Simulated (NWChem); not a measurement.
Program: NWChem. System: H3Si2, charge 0, spin multiplicity 2, displaced from the optimised geometry. The structure started from a generated list of species. Its SCF solution wasn't tested for a lower state. Level: UPBE/def2-SVP.

Input file:

```
start mol
memory heap 200 mb stack 900 mb global 1100 mb
geometry units angstroms nocenter noautoz
  Si    -1.135961     0.564536     0.000000
  Si     0.995348    -0.396823     0.000000
  H     -1.707406    -0.893363     0.000000
  H      1.389628    -1.875156     0.000000
  H      2.286366     0.420534     0.000000
  symmetry group Cs
end
basis spherical
  * library def2-svp
end
dft
  xc xpbe96 cpbe96
  odft
  mult 2
  semidirect memsize 60000000 filesize 0
  iterations 100
  vectors input hcore
end
task dft gradient
```

Output (cleaned and shortened):

```
             Northwest Computational Chemistry Package (NWChem) 7.3.0
             --------------------------------------------------------

                                NWChem Input Module
                                -------------------

 Scaling coordinates for geometry "geometry" by  1.889725989
 (inverse scale =  0.529177249)

 Turning off AUTOSYM since
 SYMMETRY directive was detected!

                             Geometry "geometry" -> ""
                             -------------------------

 Output coordinates in angstroms (scale by  1.889725989 to convert to a.u.)

  No.       Tag          Charge          X              Y              Z
 ---- ---------------- ---------- -------------- -------------- --------------
    1 Si                  14.0000    -1.13596100     0.56453600     0.00000000
    2 Si                  14.0000     0.99534800    -0.39682300     0.00000000
    3 H                    1.0000    -1.70740600    -0.89336300     0.00000000
    4 H                    1.0000     1.38962800    -1.87515600     0.00000000
    5 H                    1.0000     2.28636600     0.42053400     0.00000000

 Effective nuclear repulsion energy (a.u.)      66.2541251713

            Nuclear Dipole moment (a.u.)
            ----------------------------
        X                 Y               Z
 ---------------- ---------------- ----------------
     0.0000113384    -0.0000056692     0.0000000000

      Symmetry information
      --------------------

 Group name             Cs
 Group number              2
 Group order               2
 No. of unique centers     5

      Symmetry unique atoms

     1    2    3    4    5


 Summary of "ao basis" -> "" (spherical)
 ------------------------------------------------------------------------------
       Tag                 Description            Shells   Functions and Types
 ---------------- ------------------------------  ------  ---------------------
 *                          def2-svp                  on all atoms

  pbe96 is a nonlocal functional; adding pw91lda local functional.

                                 NWChem DFT Module
[...]
     2   0 0 2    -20.320664    -12.818648     -7.502016      0.000000

            General Information
            -------------------
          SCF calculation type: DFT
          Wavefunction type:  spin polarized.
          No. of atoms     :     5
          No. of electrons :    31
           Alpha electrons :    16
            Beta electrons :    15
          Charge           :     0
          Spin multiplicity:     2
          Use of symmetry is: on ; symmetry adaption is: on
          Maximum number of iterations: 100
          AO basis - number of functions:    51
                     number of shells:    25
          Convergence on energy requested:  1.00D-06
          Convergence on density requested:  1.00D-05
          Convergence on gradient requested:  5.00D-04

              XC Information
              --------------
          PerdewBurkeErnzerhof Exchange Functional  1.000
            Perdew 1991 LDA Correlation Functional  1.000 local
           PerdewBurkeErnz. Correlation Functional  1.000 non-local

             Grid Information
             ----------------
          Grid used for XC integration:  medium
          Radial quadrature: Mura-Knowles
          Angular quadrature: Lebedev.
          Tag              B.-S. Rad. Rad. Pts. Rad. Cut. Ang. Pts.
          ---              ---------- --------- --------- ---------
          Si                  1.10       88          10.0       590
          H                   0.35       45          11.0       434
          Grid pruning is: on
          Number of quadrature shells:   311
          Spatial weights used:  Erf1

          Convergence Information
          -----------------------
          Convergence aids based upon iterative change in
          total energy or number of iterations.
          Levelshifting, if invoked, occurs when the
          HOMO/LUMO gap drops below (HL_TOL):  1.00D-02
          DIIS, if invoked, will attempt to extrapolate
          using up to (NFOCK): 10 stored Fock matrices.

                    Damping( 0%)  Levelshifting(0.5)       DIIS
                  --------------- ------------------- ---------------
          dE  on:    start            ASAP                start
          dE off:    2 iters        100 iters           100 iters

      Screening Tolerance Information
      -------------------------------
          Density screening/tol_rho:  1.00D-10
          AO Gaussian exp screening on grid/accAOfunc:  14
          CD Gaussian exp screening on grid/accCDfunc:  20
          XC Gaussian exp screening on grid/accXCfunc:  20
          Schwarz screening/accCoul:  1.00D-08

                            NWChem DFT Gradient Module
                            --------------------------

  charge          =   0.00
  wavefunction    = open shell

  Using symmetry

                         DFT ENERGY GRADIENTS

    atom               coordinates                        gradient
                 x          y          z           x          y          z
   1 Si     -2.146655   1.066818   0.000000   -0.002588   0.004941   0.000000
   2 Si      1.880935  -0.749887   0.000000   -0.000268   0.000650   0.000000
   3 H      -3.226529  -1.688211   0.000000   -0.002224  -0.003646   0.000000
   4 H       2.626016  -3.543531   0.000000    0.000589  -0.005135   0.000000
   5 H       4.320605   0.794694   0.000000    0.004491   0.003189   0.000000

                 ----------------------------------------
                 |  Time  |  1-e(secs)   |  2-e(secs)   |
                 ----------------------------------------
                 |  CPU   |       0.00   |       0.55   |
                 ----------------------------------------
                 |  WALL  |       0.00   |       0.55   |
                 ----------------------------------------

 Task  times  cpu:        4.9s     wall:        4.9s

 Total times  cpu:        4.9s     wall:        4.9s
```
